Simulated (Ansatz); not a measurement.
System: sum formula H4BSiO3 (charge 0, doublet). It need not be the lowest isomer of its formula. 
Coordinates optimised at B3LYP-D3(BJ)/def2-TZVP (Ansatz, a quantum-chemistry and plane-wave program):
```
O
B 1 1.3518
O 2 1.3705 1 119.50
O 2 1.3712 1 121.92 3 -180.00
H 4 0.9627 2 115.56 1 180.00
Si 1 1.6573 2 134.76 3 180.00
H 6 1.4757 1 106.46 2 180.00
H 6 1.4788 7 110.15 1 -119.31
H 6 1.4788 7 110.15 8 -121.38
```
Charge 0, spin multiplicity 2.

Atomisation energy built up term by term with Ansatz (kcal/mol; UHF references for open shells; valence terms freeze the core; atomic spin-orbit terms are left out). CBS(X,Y): correlation extrapolated as X^-3; Hartree-Fock from the larger set.

```tsv
term	basis	kcal/mol
Hartree-Fock	cc-pV(Q+d)Z	[?]
CCSD correlation	CBS(cc-pV(T+d)Z,cc-pV(Q+d)Z)	[?]
(T)	CBS(cc-pV(T+d)Z,cc-pV(Q+d)Z)	13.20
core correlation	cc-pwCVTZ	2.18
scalar relativity (X2C)	cc-pVTZ-DK against cc-pVTZ	-1.54
sum: De		[?]
```

### Question
Some entries are withheld; supply them.

### Answer

- Hartree-Fock, kcal/mol: 624.13
- CCSD correlation, kcal/mol: 202.56
- sum: De, kcal/mol: 840.5
